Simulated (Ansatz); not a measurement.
A single point on C2H4OZn (`C1[CH2][Zn][O]1`).

```yaml
crystal:
  periodic: [false, false, false]
  atoms:
    - {symbol: C, position_ang: [0.141438, 0.691991, -0.130028]}
    - {symbol: C, position_ang: [-0.200624, -0.673810, 0.515371]}
    - {symbol: Zn, position_ang: [0.011764, -1.238025, -1.398078]}
    - {symbol: O, position_ang: [0.351475, 0.599237, -1.530961]}
    - {symbol: H, position_ang: [-0.688548, 1.384552, 0.070291]}
    - {symbol: H, position_ang: [1.049668, 1.082211, 0.351086]}
    - {symbol: H, position_ang: [0.541522, -1.075273, 1.202970]}
    - {symbol: H, position_ang: [-1.206686, -0.770892, 0.919349]}
basis:
  gaussian: {orbitals: def2-QZVPP}
correlation: {method: mp2, frozen_orbitals: {C: 1, H: 0, O: 1, Zn: 9}}
```

```sh
$ ansatz run in.yaml --threads 2 --pin off --events-out ev --progress --plain --max-ram 4352MiB
```

It prints (some lines left out):

```
Functional definition: HF
2456 factors; integrals over basis functions are off by at most 7.8e-4 eV
mean field evaluation 1: about -52533.3814 eV, gradient 4.7e1 eV
mean field evaluation 2: about -52533.5730 eV, gradient 4.7e1 eV
mean field evaluation 4: about -52538.3728 eV, gradient 5.5e0 eV
mean field evaluation 8: about -52538.4631 eV, gradient 8.0e-1 eV
mean field evaluation 16: about -52538.4650 eV, gradient 2.4e-6 eV
mean field -52538.46503202 eV, -1930.7529780760 hartree, gradient 2.4e-6 eV, S^2 0.000000; 0 other end points of the search recorded, 0 dependent functions left out; unrestricted orbitals would lower it
12 core orbitals not correlated: weight in the atoms' cores, before any rotation towards them, 1.000 or more for the frozen orbitals, at most 0.000 for the correlated occupied ones
reference -52538.46503202 eV, -1930.7529780760 hartree; 15, 15 occupied and 364, 364 virtual orbitals, 2456 factors
second order -31.86179898 eV of doubles, -0.00000000 eV of singles
Total energy: -52570.32683099 eV, -1931.9238775917 hartree
```

Run time 27 s (2 threads of an Intel Xeon Platinum 8375C on a shared host); peak host memory 2 GiB.
